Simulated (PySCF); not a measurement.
CH₄OSn, neutral, multiplicity 1. Atoms are numbered in the order given.

```xyz
7

Sn     0.3785     0.1110     0.0000
C     -0.7254    -1.7806     0.0000
H     -0.4738    -2.3816    -0.8895
H     -1.8023    -1.5553     0.0000
H     -0.4738    -2.3816     0.8895
O     -1.3311     1.1667     0.0000
H     -1.1736     2.1183     0.0000
```

The structure is a stationary point at PBE0-D3(BJ)/def2-SVP. The def2 effective core potentials stand for the cores of Sn; spin–orbit coupling is left out. The values are those of a single conformer.

The numbers are results of CAM-B3LYP/def2-TZVPD (PySCF), not measurements.

Gas-phase values at a fixed geometry.

Question: Estimate the frontier levels, gap, dipole moment and polarisability. (The exact figures need the calculation; the answer reports its results.)

Answer: 
```yaml
highest_occupied_level: -7.61 eV
lowest_empty_level: -1.30 eV
orbital_gap: 6.31 eV
dipole_moment: 1.83 D
quadrupole, principal values (traceless, Buckingham form, about the centre of nuclear charge): -7.65, 3.35, 4.30 D·Å
mean_static_polarisability: 63.6 bohr³ (9.42 Å³)
polarisability_principal_values: 51.6, 62.7, 76.5 bohr³
```
